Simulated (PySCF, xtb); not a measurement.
CsI, SMILES [I][Cs].

GFN2-xTB run with xtb at its own geometry gives an orbital gap of 2.40 eV and a dipole moment of 10.90 D.

Coordinates come from a PBE-D3(BJ)/def2-TZVPD optimisation. The def2 effective core potentials stand for the cores of Cs, I; spin–orbit coupling is left out.

Q: What does PySCF with PBE/def2-TZVPD give? (An estimate is asked for; the answer gives what the named calculation found.)

A: gap 2.61 eV (levels -4.39 and -1.78 eV), dipole 11.12 D.
